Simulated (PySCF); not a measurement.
# Ionisation energy of Se²³⁺ by level of theory

Se²³⁺ [Ne] 3s1 (2S) → Se²⁴⁺ [Ne] (1S), as a difference of total energies. Calculation: PySCF 2.14, in an even-tempered Gaussian basis (16 s from 2.5 bohr⁻², ratio 2.5; 10 p from 3.2 bohr⁻², ratio 2.5; 5 d from 12 bohr⁻², ratio 2.7; 4 f from 19 bohr⁻², ratio 2.7); no relativity, point nucleus. Correlated levels: outer shells: 1s2 frozen; virtual orbitals above 40 to 60 times the deepest correlated orbital energy dropped. The calculations carry no spin-orbit coupling.

| method | ionisation energy (eV) |
| --- | --- |
| UHF | 1021.3 |
| LDA | 1023.4 |
| PBE | 1024.6 |
| PBE0 | 1023.9 |
| r2SCAN | 1021.1 |
| TPSSh | 1023.2 |
| PBEsol | 1023.4 |
| MP2 (outer shells) | 1021.9 |
| SCS-MP2 (outer shells) | 1021.8 |

The gap to the reference is mostly relativistic.

For comparison: 1036.4 eV (semi-empirical (NIST evaluation); NIST Atomic Spectra Database, ionization energies).
